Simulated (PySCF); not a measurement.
## UHF on Pd (palladium, neutral)

Configuration: [Kr] 4d10, closed-shell 1S. All numbers are calculated (PySCF 2.14, scalar relativity through the core potential, in def2-TZVP with the def2 core potential (28 electrons) (6s4p3d1f, 40 functions)).

```json
{
 "Total energy": "-127.030194 hartree",
 "One-electron energy": "-228.4660 hartree",
 "Hartree (Coulomb) energy": "113.5586 hartree",
 "Exchange energy": "-12.1228 hartree",
 "⟨S²⟩": "0.0000",
 "⟨L²⟩": "0.000",
 "Sum of ⟨r⟩": "23.86 bohr",
 "Sum of ⟨r²⟩": "39.35 bohr²",
 "Time after the integrals": "0.15 s of wall time on 1 thread of Neoverse-N1 (shared host)"
}
```

```
shell  electrons  mean orbital energy (eV)  rms radius, mean of both spins (bohr)
   4s          2                   -105.72                                   1.02
   4p          6                   -66.254                                   1.13
   4d         10                    -8.749                                   1.72
```

Energies and moments cover only the electrons outside the core potential.
